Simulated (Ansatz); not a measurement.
Cyclo-(X2GeNH)n: PBE-D4/def2-SVP single points in Ansatz on relaxed structures, gas phase. Binding counts from free atoms in the multiplicity of their measured ground term, without zero-point energy. The structures are stationary points that may keep the symmetry of their start.

(1) Estimate the order by LUMO (eV), lowest first.
A. cyclo-(Me2GeNH)3 (C6H21Ge3N3) (singlet)
B. cyclo-(F2GeNH)3 (Ge3N3F6H3) (singlet)
C. cyclo-(H2GeNH)2 (Ge2N2H6) (singlet)

(1) B (-2.58), C (-1.04), A (0.18).

In full:

```tsv
species	atoms	state	geometry	HOMO (eV)	LUMO (eV)	gap (eV)	binding per atom (eV)	point group (within 0.1 Å)
cyclo-(H2GeNH)2 (Ge2N2H6)	10	singlet	B3LYP-D4/def2-SVP	-5.33	-1.04	4.29	3.13	C2h
cyclo-(F2GeNH)3 (Ge3N3F6H3)	15	singlet	PBE-D4/def2-SVP	-7.49	-2.58	4.91	4.12	–
cyclo-(Me2GeNH)3 (C6H21Ge3N3)	33	singlet	PBE-D4/def2-SVP	-4.68	0.18	4.87	3.91	–
```

The gap (eV) runs from 4.29 (cyclo-(H2GeNH)2) to 4.91 (cyclo-(F2GeNH)3).
